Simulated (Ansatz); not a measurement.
The inner images of a band of BCl2H2N + H2 (8 atoms, charge 0, multiplicity 1) are given out of order.

These are results of RKS revPBE-D4/def2-SVP (Ansatz), not measurements.

Image 0:

```xyz
8
Properties=species:S:1:pos:R:3
B 0.052 -0.459 0.276
N 0.062 -0.494 1.677
H -0.777 -0.681 2.225
H 0.913 -0.353 2.220
Cl 1.554 -0.139 -0.621
Cl -1.464 -0.727 -0.614
H -0.615 2.860 0.466
H -0.516 2.447 1.102
```

Image 8:

```xyz
8
Properties=species:S:1:pos:R:3
B -0.036 0.499 0.061
N -0.146 0.275 1.684
H -0.311 -0.725 1.881
H 0.729 0.555 2.155
Cl 1.441 -0.509 -0.424
Cl -1.648 -0.151 -0.583
H 0.112 1.696 -0.125
H -0.931 0.814 2.080
```

**Question.** Put them in order from the first end to the last, with their energies above the first end.
A.
```xyz
8
Properties=species:S:1:pos:R:3
B -0.088 0.484 0.054
N -0.127 0.279 1.701
H -0.828 -0.439 1.946
H 0.798 -0.029 2.037
Cl 1.571 -0.167 -0.458
Cl -1.524 -0.511 -0.570
H -0.214 1.678 -0.151
H -0.378 1.159 2.170
```
B.
```xyz
8
Properties=species:S:1:pos:R:3
B -0.049 0.007 0.319
N -0.019 -0.126 1.740
H -0.835 -0.466 2.241
H 0.869 -0.166 2.233
Cl 1.495 0.119 -0.578
Cl -1.547 -0.415 -0.563
H -0.380 1.896 0.302
H -0.326 1.605 1.038
```
C.
```xyz
8
Properties=species:S:1:pos:R:3
B -0.092 0.258 0.235
N -0.066 0.104 1.785
H -0.849 -0.411 2.200
H 0.837 -0.150 2.197
Cl 1.517 0.035 -0.564
Cl -1.563 -0.439 -0.559
H -0.315 1.704 0.234
H -0.260 1.353 1.203
```
D.
```xyz
8
Properties=species:S:1:pos:R:3
B 0.028 -0.345 0.290
N 0.046 -0.424 1.690
H -0.792 -0.608 2.241
H 0.897 -0.280 2.234
Cl 1.525 0.003 -0.606
Cl -1.494 -0.582 -0.600
H -0.552 2.542 0.418
H -0.448 2.147 1.064
```
E.
```xyz
8
Properties=species:S:1:pos:R:3
B -0.106 0.400 0.083
N -0.088 0.186 1.729
H -0.871 -0.350 2.134
H 0.809 -0.102 2.148
Cl 1.552 -0.035 -0.562
Cl -1.559 -0.493 -0.587
H -0.287 1.632 0.071
H -0.240 1.216 1.714
```
F.
```xyz
8
Properties=species:S:1:pos:R:3
B -0.001 -0.221 0.308
N 0.026 -0.333 1.707
H -0.813 -0.524 2.253
H 0.880 -0.204 2.246
Cl 1.497 0.116 -0.592
Cl -1.526 -0.455 -0.579
H -0.457 2.192 0.346
H -0.396 1.883 1.042
```
G.
```xyz
8
Properties=species:S:1:pos:R:3
B -0.055 0.497 0.058
N -0.145 0.278 1.691
H -0.602 -0.627 1.888
H 0.803 0.261 2.098
Cl 1.528 -0.342 -0.422
Cl -1.582 -0.332 -0.589
H -0.042 1.700 -0.141
H -0.695 1.019 2.148
```

**Answer.** D (+0.03 eV), F (+0.18 eV), B (+0.82 eV), C (+1.61 eV), E (+0.45 eV), A (-0.01 eV), G (-0.05 eV).

Run time: 2.1 min on 2 threads of Arm Neoverse V2 (shared host), peak memory 0.12 GiB.
